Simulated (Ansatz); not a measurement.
The cluster PtS₂⁺ was relaxed with r2SCAN-D4 (def2-TZVP) in Ansatz in these states: charge +1 doublet, charge +1 quartet. The geometries follow in no particular order.

In the def2 sets Pt takes a core potential; there is no spin–orbit coupling.

A:

```xyz
3

Pt    0.3981    0.6279    1.1052
S     0.7003   -0.2271   -0.9254
S    -1.0984   -0.4007   -0.1798
```

B:

```xyz
3

Pt    0.926   -0.256    0.853
S     0.067   -0.451   -1.176
S    -0.993    0.708    0.323
```

Problem. Judge from the bond lengths which geometry belongs to which state (an estimate).

Solution. A is the charge +1 doublet (S2–S3 1.955 Å, Pt1–S3 2.225 Å, Pt1–S2 2.224 Å); B is the charge +1 quartet (S2–S3 2.172 Å, Pt1–S3 2.212 Å, Pt1–S2 2.212 Å).

At PBE0-D4/def2-TZVP a doublet lies 1.26 eV below the charge +1 quartet. These are the stationary points nearest to one start from a short search; other shapes may lie lower in each state.
